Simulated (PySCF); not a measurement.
Stepwise substitution at one centre (Si Br-SH). All species are isolated molecules in the gas phase. One relaxed conformer stands for each flexible species; it need not be the lowest. Strings in code marks are SMILES. All members: neutral, multiplicity 1. Level: B3LYP-D3(BJ)/def2-TZVP (PySCF), beside PBE-D3(BJ)/def2-TZVP // B3LYP-D3(BJ)/def2-TZVP (PySCF) at the same geometries. B3LYP has the VWN-RPA correlation part, as in Gaussian.  Orbital energies are measured against the vacuum level.

```csv
species,"HOMO, PBE (eV)","HOMO, B3LYP-D3(BJ) (eV)"
`Br[Si](Br)(Br)Br`,-7.41,-8.42
`S[Si](Br)(Br)Br` (H–S–Si–Br torsion 60°),-6.81,-7.80
"`S[Si](S)(Br)Br` (H–S–Si–Br torsion 41°, Br–Si–S–H torsion 62°)",-6.71,-7.69
`S[Si](S)(S)Br`,-6.49,withheld
`S[Si](S)(S)S`,-6.39,-7.35
```

Problem. Fit y = a + b·x, y being the HOMO at the first level, to the 4 complete rows by least squares, with x = the PBE value in eV. Give a, b and the rms residual, and predict the withheld value.

Solution. Means of the 4 rows: x̄ = -6.83, ȳ = -7.815 eV. Σ(x − x̄)² = 0.5448 and Σ(x − x̄)(y − ȳ) = 0.5708, so b = 1.048 and a = ȳ − b·x̄ = -0.657 eV. The rms residual is 0.004 eV. At x = -6.49 the line gives -7.46 eV. The run for `S[Si](S)(S)Br` gave -7.46 eV, so the line is off by 0.00 eV, within twice the rms residual.

Codes: PySCF.
